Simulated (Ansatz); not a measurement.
Relaxation of Na₅F₄ with UKS PBE0-D4/def2-SVP.

```sh
$ ansatz run in.yaml --threads 4 --pin off --events-out ev --progress --plain --max-ram 4787MiB
```

```yaml
crystal:
  periodic: [false, false, false]
  atoms:
    - {symbol: Na, position_ang: [1.441470, -1.458200, 0.654890]}
    - {symbol: Na, position_ang: [0.415430, 1.533290, -0.956290]}
    - {symbol: Na, position_ang: [0.124760, 1.231180, 2.099810]}
    - {symbol: Na, position_ang: [0.065830, -1.398580, -2.038940]}
    - {symbol: Na, position_ang: [-1.803900, -0.211560, 0.190510]}
    - {symbol: F, position_ang: [1.356130, -2.440830, -1.029750]}
    - {symbol: F, position_ang: [-1.034160, 0.238670, -1.698870]}
    - {symbol: F, position_ang: [0.978240, 2.336560, 0.709290]}
    - {symbol: F, position_ang: [-1.543800, 0.169470, 2.069360]}
basis:
  gaussian: {orbitals: def2-SVP}
magnetization: {spin_polarized: true, initial_magnetization: 1}
hamiltonian: {xc: pbe0, dispersion: d4}
scf: {lower_state_search: "off"}
output: {orbitals: {seedname: orbitals}}
relax: {f_tol: 0.02, max_steps: 100}
```

Hardware: 4 threads of Arm Neoverse V2 on a shared host. Wall time 2.2 min.

Positions (Å) and forces (eV/Å) at steps 1, 2, 3, 4, 5, 6, 7, 8, 9, 10, 11, 12, 13, 14, 15, 16, 17, 19, 20, 21, 22, 23, 24, 25, 26, 27, 28, 30, 31, 32, 33 of 33:

```xyz
9
step=1 energy=-32917.7450 eV
Na    1.441   -1.458    0.655    0.461   -0.110    0.757
Na    0.415    1.533   -0.956    0.116    0.312   -0.812
Na    0.125    1.231    2.100    0.245    0.264    0.929
Na    0.066   -1.399   -2.039   -0.120   -0.419   -0.944
Na   -1.804   -0.212    0.191   -0.714   -0.260   -0.439
F     1.356   -2.441   -1.030    0.229   -0.500   -0.234
F    -1.034    0.239   -1.699   -0.230    0.258    0.072
F     0.978    2.337    0.709    0.215    0.470    0.211
F    -1.544    0.169    2.069   -0.202   -0.014    0.460
9
step=2 energy=-32918.1380 eV
Na    1.568   -1.602    0.692    0.289   -0.102    0.401
Na    0.415    1.615   -1.002    0.072    0.166   -0.446
Na    0.114    1.309    2.195    0.168    0.126    0.562
Na    0.063   -1.445   -2.123   -0.052   -0.262   -0.558
Na   -1.896   -0.201    0.190   -0.386   -0.149   -0.245
F     1.361   -2.486   -1.073    0.051   -0.203   -0.134
F    -1.016    0.226   -1.683   -0.071    0.129    0.147
F     0.948    2.375    0.726    0.030    0.244    0.093
F    -1.556    0.209    2.079   -0.101    0.052    0.180
9
step=3 energy=-32918.3801 eV
Na    1.700   -1.730    0.742    0.126   -0.141    0.000
Na    0.435    1.693   -1.062   -0.005    0.046   -0.021
Na    0.132    1.374    2.325    0.028    0.028    0.115
Na    0.050   -1.507   -2.256    0.008   -0.093   -0.151
Na   -1.997   -0.213    0.184   -0.043    0.020   -0.016
F     1.341   -2.506   -1.108   -0.071    0.078    0.037
F    -0.980    0.202   -1.647    0.055   -0.021    0.115
F     0.884    2.413    0.747   -0.096    0.013   -0.015
F    -1.565    0.274    2.074   -0.001    0.070   -0.063
9
step=4 energy=-32918.4508 eV
Na    1.824   -1.874    0.734    0.038   -0.096   -0.108
Na    0.422    1.724   -1.054   -0.007   -0.017    0.070
Na    0.125    1.429    2.393   -0.011   -0.011   -0.022
Na    0.047   -1.550   -2.334    0.010   -0.004    0.008
Na   -2.018   -0.184    0.188    0.059    0.029    0.031
F     1.318   -2.533   -1.144   -0.049    0.094    0.081
F    -0.934    0.167   -1.618    0.040   -0.033    0.034
F     0.802    2.463    0.770   -0.068   -0.008   -0.033
F    -1.584    0.358    2.066   -0.012    0.047   -0.060
9
step=5 energy=-32918.4698 eV
Na    1.969   -1.993    0.666    0.042    0.007    0.051
Na    0.473    1.667   -1.002   -0.014    0.061    0.060
Na    0.113    1.430    2.395   -0.070    0.083   -0.028
Na    0.031   -1.547   -2.373   -0.016   -0.002   -0.029
Na   -1.940   -0.203    0.209   -0.019    0.057    0.066
F     1.241   -2.537   -1.141   -0.027   -0.034   -0.060
F    -0.904    0.156   -1.605    0.043   -0.039   -0.015
F     0.682    2.551    0.783    0.017   -0.081   -0.014
F    -1.666    0.477    2.069    0.045   -0.051   -0.029
9
step=6 energy=-32918.4840 eV
Na    2.044   -2.098    0.580    0.002    0.024    0.006
Na    0.470    1.668   -0.963    0.052   -0.007   -0.018
Na    0.008    1.587    2.459   -0.039    0.018   -0.059
Na    0.029   -1.581   -2.399    0.000    0.001   -0.011
Na   -1.922   -0.162    0.227    0.001   -0.031    0.003
F     1.245   -2.616   -1.211    0.002   -0.041   -0.020
F    -0.858    0.122   -1.588   -0.027    0.036    0.022
F     0.666    2.580    0.802   -0.028   -0.026    0.053
F    -1.681    0.500    2.093    0.036    0.027    0.023
9
step=7 energy=-32918.5039 eV
Na    2.065   -2.077    0.456   -0.006   -0.008   -0.070
Na    0.629    1.621   -0.971    0.009   -0.050   -0.005
Na   -0.141    1.719    2.482   -0.026    0.014    0.031
Na    0.010   -1.588   -2.415    0.015   -0.012    0.005
Na   -1.816   -0.145    0.290   -0.018    0.004    0.026
F     1.205   -2.712   -1.280    0.000    0.001    0.034
F    -0.798    0.121   -1.535    0.030    0.024   -0.042
F     0.580    2.563    0.792   -0.013    0.026    0.003
F    -1.734    0.498    2.181    0.008    0.002    0.018
9
step=8 energy=-32918.5258 eV
Na    2.138   -2.090    0.311   -0.021   -0.029   -0.112
Na    0.754    1.551   -0.933   -0.010    0.023    0.102
Na   -0.277    1.857    2.521   -0.054    0.008    0.017
Na   -0.002   -1.605   -2.430    0.021   -0.017    0.018
Na   -1.741   -0.100    0.331   -0.016    0.050    0.074
F     1.156   -2.810   -1.332    0.009    0.038    0.063
F    -0.743    0.113   -1.509    0.039   -0.004   -0.030
F     0.487    2.575    0.794   -0.014   -0.077   -0.090
F    -1.772    0.509    2.247    0.045    0.007   -0.042
9
step=9 energy=-32918.5508 eV
Na    2.233   -2.103    0.148   -0.041   -0.058   -0.134
Na    0.865    1.473   -0.877   -0.035    0.085    0.151
Na   -0.412    1.996    2.565   -0.062   -0.030   -0.050
Na   -0.012   -1.627   -2.435    0.015   -0.014    0.033
Na   -1.701   -0.025    0.362    0.020    0.092    0.070
F     1.116   -2.900   -1.376    0.036    0.082    0.081
F    -0.689    0.100   -1.482    0.026   -0.037   -0.001
F     0.400    2.559    0.794   -0.025   -0.171   -0.098
F    -1.799    0.527    2.300    0.066    0.052   -0.053
9
step=10 energy=-32918.5880 eV
Na    2.344   -2.125   -0.010   -0.058   -0.075   -0.127
Na    0.953    1.410   -0.833   -0.046    0.092    0.129
Na   -0.523    2.092    2.601   -0.033   -0.024   -0.058
Na   -0.026   -1.652   -2.427   -0.006   -0.005    0.046
Na   -1.666    0.090    0.392    0.066    0.133    0.035
F     1.096   -2.964   -1.407    0.076    0.099    0.079
F    -0.640    0.084   -1.450    0.014   -0.055    0.002
F     0.307    2.496    0.789   -0.041   -0.211   -0.081
F    -1.844    0.570    2.345    0.028    0.046   -0.024
9
step=11 energy=-32918.6539 eV
Na    2.459   -2.155   -0.165   -0.039   -0.217   -0.111
Na    1.045    1.351   -0.804   -0.019    0.324    0.063
Na   -0.620    2.171    2.645   -0.082   -0.024    0.035
Na   -0.058   -1.687   -2.403   -0.050   -0.122    0.021
Na   -1.617    0.252    0.420    0.105    0.208    0.069
F     1.104   -3.020   -1.450    0.108    0.145    0.072
F    -0.592    0.071   -1.418    0.011   -0.094   -0.027
F     0.187    2.395    0.778   -0.054   -0.274   -0.087
F    -1.909    0.622    2.396    0.020    0.055   -0.035
9
step=12 energy=-32918.7270 eV
Na    2.553   -2.313   -0.231   -0.104    0.019   -0.129
Na    1.063    1.506   -0.871   -0.215   -0.165    0.208
Na   -0.688    2.200    2.704   -0.005   -0.051   -0.056
Na   -0.110   -1.750   -2.368    0.036    0.082    0.159
Na   -1.535    0.398    0.434    0.214    0.237    0.070
F     1.122   -3.070   -1.485    0.082    0.100    0.040
F    -0.517    0.061   -1.395    0.049   -0.016   -0.079
F     0.065    2.314    0.794   -0.021   -0.224   -0.195
F    -1.953    0.654    2.418   -0.036    0.017   -0.017
9
step=13 energy=-32918.7986 eV
Na    2.612   -2.309   -0.322   -0.024    0.054   -0.051
Na    1.089    1.427   -0.831   -0.087   -0.143    0.077
Na   -0.731    2.222    2.726    0.006   -0.034   -0.014
Na   -0.148   -1.777   -2.312   -0.001    0.065    0.102
Na   -1.440    0.567    0.450   -0.112   -0.097    0.001
F     1.156   -3.073   -1.511    0.038    0.040   -0.005
F    -0.511    0.060   -1.405    0.028   -0.005   -0.021
F    -0.023    2.190    0.777    0.179    0.098   -0.052
F    -2.005    0.693    2.429   -0.028    0.023   -0.037
9
step=14 energy=-32918.8417 eV
Na    2.679   -2.197   -0.413   -0.001    0.002   -0.048
Na    1.148    1.273   -0.769   -0.088   -0.039    0.072
Na   -0.725    2.210    2.723    0.007   -0.037   -0.055
Na   -0.223   -1.810   -2.246    0.056   -0.008    0.055
Na   -1.503    0.590    0.437   -0.014    0.040   -0.008
F     1.210   -3.030   -1.539   -0.008    0.063   -0.009
F    -0.539    0.044   -1.385   -0.011   -0.035    0.018
F     0.061    2.141    0.799    0.050   -0.030    0.009
F    -2.108    0.779    2.394    0.009    0.043   -0.034
9
step=15 energy=-32918.8483 eV
Na    2.808   -2.144   -0.550    0.003   -0.042   -0.050
Na    1.152    1.125   -0.700   -0.014    0.015    0.027
Na   -0.711    2.197    2.742   -0.055   -0.064   -0.041
Na   -0.259   -1.853   -2.179    0.077   -0.068    0.030
Na   -1.580    0.683    0.415    0.000    0.042   -0.030
F     1.280   -3.003   -1.577   -0.017    0.070   -0.012
F    -0.590    0.001   -1.348   -0.040    0.017    0.073
F     0.132    2.078    0.850   -0.030   -0.057    0.012
F    -2.232    0.915    2.347    0.077    0.086   -0.011
9
step=16 energy=-32918.8738 eV
Na    2.944   -2.168   -0.694   -0.011   -0.036   -0.052
Na    1.158    1.034   -0.641   -0.006    0.003    0.020
Na   -0.717    2.196    2.758   -0.066   -0.054   -0.033
Na   -0.265   -1.881   -2.106    0.068   -0.057    0.028
Na   -1.655    0.773    0.397    0.024    0.031   -0.042
F     1.338   -2.996   -1.625   -0.009    0.063   -0.009
F    -0.625   -0.024   -1.288   -0.041   -0.005    0.049
F     0.147    2.025    0.883   -0.025   -0.018    0.028
F    -2.325    1.042    2.316    0.067    0.074    0.010
9
step=17 energy=-32918.8958 eV
Na    3.062   -2.204   -0.848   -0.007   -0.008   -0.037
Na    1.156    0.958   -0.570    0.004   -0.016    0.016
Na   -0.745    2.207    2.777   -0.038   -0.020   -0.007
Na   -0.264   -1.921   -2.033    0.041   -0.030    0.022
Na   -1.705    0.862    0.376    0.026    0.013   -0.020
F     1.395   -2.998   -1.685   -0.010    0.032   -0.014
F    -0.655   -0.064   -1.227   -0.019    0.008    0.052
F     0.157    1.999    0.928   -0.022   -0.019   -0.006
F    -2.401    1.162    2.282    0.024    0.041   -0.006
9
step=19 energy=-32918.9276 eV
Na    3.239   -2.220   -1.194   -0.034    0.006   -0.023
Na    1.177    0.780   -0.369    0.017   -0.021    0.009
Na   -0.842    2.280    2.805   -0.039    0.004   -0.034
Na   -0.270   -2.026   -1.892    0.082   -0.039    0.005
Na   -1.739    0.993    0.349   -0.015   -0.008    0.021
F     1.490   -3.005   -1.855   -0.046    0.044   -0.007
F    -0.663   -0.183   -1.054    0.001    0.034    0.051
F     0.168    1.957    1.025   -0.010   -0.040   -0.002
F    -2.561    1.423    2.186    0.045    0.020   -0.021
9
step=20 energy=-32918.9387 eV
Na    3.294   -2.182   -1.376   -0.048   -0.015   -0.020
Na    1.214    0.647   -0.235   -0.035    0.015    0.023
Na   -0.905    2.369    2.790   -0.024   -0.025   -0.069
Na   -0.267   -2.074   -1.834    0.140   -0.059   -0.008
Na   -1.758    1.031    0.347    0.051   -0.054    0.020
F     1.529   -3.000   -1.957   -0.092    0.086    0.008
F    -0.650   -0.252   -0.947   -0.027    0.025    0.045
F     0.181    1.901    1.078   -0.043   -0.012    0.044
F    -2.638    1.561    2.135    0.079    0.038   -0.043
9
step=21 energy=-32918.9464 eV
Na    3.320   -2.166   -1.497   -0.051   -0.015   -0.010
Na    1.226    0.576   -0.134   -0.037    0.025    0.016
Na   -0.950    2.447    2.781   -0.025   -0.017   -0.097
Na   -0.251   -2.109   -1.820    0.155   -0.054   -0.014
Na   -1.756    1.010    0.371    0.049   -0.027    0.032
F     1.554   -3.002   -2.050   -0.105    0.090    0.014
F    -0.632   -0.320   -0.865   -0.042    0.027    0.051
F     0.179    1.876    1.127   -0.042   -0.034    0.057
F    -2.689    1.687    2.087    0.098    0.004   -0.049
9
step=22 energy=-32918.9548 eV
Na    3.325   -2.135   -1.612   -0.024   -0.012   -0.006
Na    1.234    0.485   -0.016   -0.017    0.028    0.030
Na   -1.017    2.601    2.739    0.035   -0.070   -0.133
Na   -0.225   -2.148   -1.822    0.139   -0.029   -0.011
Na   -1.737    0.966    0.417    0.002   -0.001    0.115
F     1.581   -2.989   -2.191   -0.119    0.080    0.026
F    -0.614   -0.416   -0.760   -0.043    0.021    0.023
F     0.188    1.818    1.212   -0.096    0.010    0.071
F    -2.736    1.819    2.032    0.122   -0.027   -0.115
9
step=23 energy=-32918.9610 eV
Na    3.323   -2.133   -1.633   -0.007   -0.005   -0.004
Na    1.238    0.458    0.027   -0.013    0.029    0.009
Na   -1.027    2.639    2.716    0.043   -0.035   -0.119
Na   -0.213   -2.151   -1.818    0.097   -0.012   -0.019
Na   -1.733    0.921    0.455   -0.021    0.046    0.083
F     1.583   -2.969   -2.245   -0.092    0.052    0.025
F    -0.606   -0.439   -0.727   -0.030   -0.017    0.018
F     0.180    1.805    1.223   -0.063    0.001    0.093
F    -2.745    1.870    2.003    0.085   -0.058   -0.087
9
step=24 energy=-32918.9694 eV
Na    3.323   -2.138   -1.674    0.018   -0.005   -0.011
Na    1.242    0.422    0.093    0.019    0.007    0.017
Na   -1.057    2.743    2.642    0.055   -0.017   -0.039
Na   -0.196   -2.142   -1.838    0.008   -0.001   -0.003
Na   -1.715    0.862    0.514   -0.082    0.045    0.094
F     1.582   -2.930   -2.333   -0.027    0.009    0.007
F    -0.599   -0.503   -0.644    0.011   -0.033   -0.041
F     0.177    1.761    1.282   -0.024    0.043    0.055
F    -2.756    1.924    1.958    0.022   -0.048   -0.080
9
step=25 energy=-32918.9915 eV
Na    3.358   -2.180   -1.784   -0.034    0.032    0.021
Na    1.250    0.388    0.205    0.018   -0.060   -0.048
Na   -1.106    2.855    2.573    0.069   -0.044   -0.047
Na   -0.176   -2.132   -1.846   -0.011    0.049    0.043
Na   -1.706    0.800    0.587   -0.100    0.063    0.086
F     1.578   -2.911   -2.417    0.021   -0.004   -0.004
F    -0.579   -0.550   -0.569    0.045   -0.045   -0.044
F     0.165    1.743    1.351   -0.020    0.055    0.058
F    -2.783    1.986    1.900    0.012   -0.047   -0.066
9
step=26 energy=-32918.9784 eV rejected
Na    3.334   -2.118   -1.752    0.151   -0.193   -0.151
Na    1.254    0.354    0.193    0.087    0.276    0.196
Na   -1.081    2.841    2.561   -0.032    0.060    0.045
Na   -0.188   -2.138   -1.847   -0.118   -0.153   -0.125
Na   -1.713    0.794    0.591   -0.093    0.047    0.048
F     1.580   -2.896   -2.401    0.020    0.005    0.000
F    -0.589   -0.555   -0.576   -0.001   -0.054   -0.037
F     0.180    1.720    1.341   -0.037    0.044    0.064
F    -2.776    1.998    1.890    0.023   -0.032   -0.040
9
step=27 energy=-32918.9939 eV
Na    3.353   -2.157   -1.794   -0.031    0.021    0.017
Na    1.258    0.368    0.219   -0.008   -0.034   -0.040
Na   -1.103    2.862    2.558    0.051   -0.039   -0.047
Na   -0.181   -2.135   -1.845    0.000    0.038    0.033
Na   -1.712    0.788    0.602   -0.049    0.041    0.042
F     1.577   -2.904   -2.420    0.015    0.003   -0.001
F    -0.576   -0.556   -0.563    0.026   -0.032   -0.019
F     0.171    1.731    1.360   -0.030    0.034    0.054
F    -2.788    2.003    1.882    0.025   -0.032   -0.040
9
step=28 energy=-32918.9850 eV rejected
Na    3.338   -2.120   -1.763    0.217   -0.254   -0.208
Na    1.246    0.361    0.201    0.172    0.350    0.264
Na   -1.075    2.858    2.532   -0.125    0.151    0.140
Na   -0.189   -2.142   -1.841   -0.133   -0.235   -0.198
Na   -1.732    0.764    0.616   -0.019    0.023    0.023
F     1.582   -2.880   -2.425   -0.003   -0.001    0.005
F    -0.581   -0.568   -0.561   -0.058   -0.025   -0.016
F     0.188    1.704    1.379   -0.051    0.001    0.003
F    -2.776    2.022    1.862    0.001   -0.010   -0.014
9
step=30 energy=-32918.9904 eV rejected
Na    3.341   -2.120   -1.778    0.171   -0.193   -0.167
Na    1.251    0.359    0.205    0.120    0.283    0.215
Na   -1.084    2.862    2.534   -0.088    0.115    0.105
Na   -0.190   -2.162   -1.814   -0.111   -0.177   -0.171
Na   -1.715    0.769    0.623   -0.049   -0.005   -0.007
F     1.580   -2.865   -2.441   -0.001   -0.012    0.012
F    -0.583   -0.567   -0.562   -0.023   -0.029   -0.001
F     0.180    1.689    1.395   -0.007    0.013    0.009
F    -2.779    2.034    1.840   -0.012    0.006    0.005
9
step=31 energy=-32918.9960 eV
Na    3.346   -2.137   -1.800   -0.010    0.010    0.006
Na    1.259    0.356    0.229   -0.013    0.001   -0.003
Na   -1.097    2.880    2.532    0.010   -0.003   -0.004
Na   -0.184   -2.139   -1.841    0.003    0.011    0.008
Na   -1.719    0.766    0.625    0.009    0.003    0.004
F     1.577   -2.887   -2.438    0.002    0.001    0.001
F    -0.572   -0.574   -0.547    0.001   -0.004    0.002
F     0.174    1.711    1.390    0.011   -0.020   -0.011
F    -2.783    2.025    1.850   -0.014    0.001   -0.004
9
step=32 energy=-32918.9948 eV rejected
Na    3.339   -2.118   -1.797    0.074   -0.079   -0.071
Na    1.259    0.355    0.220    0.052    0.112    0.094
Na   -1.092    2.873    2.525   -0.044    0.051    0.046
Na   -0.188   -2.148   -1.828   -0.047   -0.080   -0.073
Na   -1.712    0.766    0.631   -0.031   -0.020   -0.012
F     1.577   -2.874   -2.441   -0.002   -0.005    0.003
F    -0.575   -0.580   -0.541   -0.012   -0.005   -0.005
F     0.178    1.688    1.400    0.002    0.016    0.010
F    -2.786    2.040    1.831    0.008    0.010    0.006
9
step=33 energy=-32918.9963 eV
Na    3.345   -2.131   -1.803   -0.002    0.006    0.003
Na    1.258    0.353    0.232    0.001   -0.005   -0.005
Na   -1.095    2.883    2.525    0.000   -0.002   -0.003
Na   -0.184   -2.140   -1.839    0.002    0.002    0.001
Na   -1.719    0.761    0.630    0.007    0.001    0.003
F     1.578   -2.883   -2.441   -0.002    0.000    0.000
F    -0.572   -0.579   -0.541   -0.003    0.001    0.003
F     0.175    1.702    1.396   -0.001   -0.004    0.000
F    -2.784    2.033    1.842   -0.002    0.002   -0.002
```

Another isomer (doublet) lies 0.46 eV lower at PBE0-D4/def2-TZVP; other spin states weren't run for this one.
